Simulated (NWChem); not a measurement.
Molecule: CsF; SMILES [F][Cs]

Program: NWChem. Structure relaxed at the PBE0-D3(BJ)/def2-TZVP level. def2 effective core potentials on Cs; no spin-orbit coupling. B3LYP is NWChem's, with the RPA form of VWN correlation.

Task: Order these by “highest occupied level (eV)”, lowest first: B3LYP/def2-SVPD; B3LYP/def2-SVP; B3LYP/def2-QZVP.

Result: B3LYP/def2-QZVP (-6.29), B3LYP/def2-SVPD (-6.12), B3LYP/def2-SVP (-5.58)
